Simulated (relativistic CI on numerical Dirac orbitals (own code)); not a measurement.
Fe+ in a cubic cluster: 2p photoemission with charge transfer

Computed with a charge-transfer multiplet model of a cubic metal-ligand cluster with up to 3 ligand holes, Slater and spin-orbit integrals from Dirac-Coulomb-Breit ions, Slater integrals scaled by 0.7. The ground state mixes d7 with configurations of k ligand holes L, whose averages lie at kΔ + k(k − 1)U_dd/2; a core hole lowers each added d electron by U_cd. 300 K, Lorentzian 0.6 eV and Gaussian 0.8 eV FWHM.

Atomic integrals in eV (Slater integrals scaled, ζ unscaled), ground: F2dd 6.782, F4dd 4.176, zeta_d 0.042; with the core hole: F2dd 8.202, F4dd 5.098, zeta_d 0.067, zeta_core 8.135, F2cd 4.777, G1cd 3.552, G3cd 2.018.

Cluster parameters (eV): Δ = 6.7, U_cd = 7, 10Dq = 0.65, 10Dq(ligand) = 0.2, V(eg) = 2.5, V(t2g) = -1.3, final-state hopping factor = 0.8.

```
         Case   n_d    d7   d8L  d9L2  d10L3     S
U_dd = 5.2 eV  7.16  0.84  0.15  0.01   0.00  1.50
U_dd = 5.9 eV  7.16  0.84  0.15  0.00   0.00  1.50
U_dd = 6.6 eV  7.16  0.85  0.15  0.00   0.00  1.50
U_dd = 7.3 eV  7.16  0.85  0.15  0.00   0.00  1.50
  U_dd = 8 eV  7.16  0.85  0.15  0.00   0.00  1.50
```

Weights, n_d and S are thermal averages at 300 K. Binding energies count from the first peak over 30 % of the highest in each spectrum, which can be another peak from case to case. The parameters are a model scan and need not match a compound or its usual spin state. Peaks in eV (height, largest 100):
- U_dd = 5.2 eV: 0.0 (100), 5.8 (20), 13.4 (67), 18.7 (12)
- U_dd = 5.9 eV: 0.0 (100), 5.9 (19), 13.4 (67), 18.9 (11)
- U_dd = 6.6 eV: 0.0 (100), 5.9 (19), 13.4 (67), 19.0 (11)
- U_dd = 7.3 eV: 0.0 (100), 5.9 (18), 13.4 (67), 19.0 (10)
- U_dd = 8 eV: 0.0 (100), 6.0 (17), 13.4 (67), 19.0 (10)

For the case U_dd = 5.9 eV, Δ = 6.7 eV is larger than U_dd = 5.9 eV, the Mott-Hubbard side of the Zaanen-Sawatzky-Allen scheme. With the core hole the average of the configuration with one ligand hole lies at Δ − U_cd = -0.3 eV before mixing: the effective hopping of about 2.9 eV (from the holes of the mixed ground state) is comparable with this gap or larger, so the configurations mix strongly.
